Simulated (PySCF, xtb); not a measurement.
CH₃Cl₂NSi₂, SMILES Cl[Si]1(Cl)[SiH2]N=C1.

Harmonic wavenumbers (cm⁻¹) from xtb with GFN2-xTB at its own minimum, in rising order: 68, 93, 128, 148, 282, 293, 360, 434, 480, 516, 543, 587, 691, 724, 786, 807, 1212, 1597, 2273, 2277, 2986.

**Question.** What does PBE-D3(BJ)/def2-SVP (PySCF) give at its own minimum? (The exact figures need the calculation; the answer reports its results.)

**Answer.** 53, 108, 147, 171, 276, 316, 437, 453, 550, 577, 631, 661, 717, 742, 861, 906, 1225, 1557, 2165, 2183, 2978. Paired by order, the mean absolute difference is 46 cm⁻¹ and the zero-point energies are 24.7 and 25.3 kcal/mol.
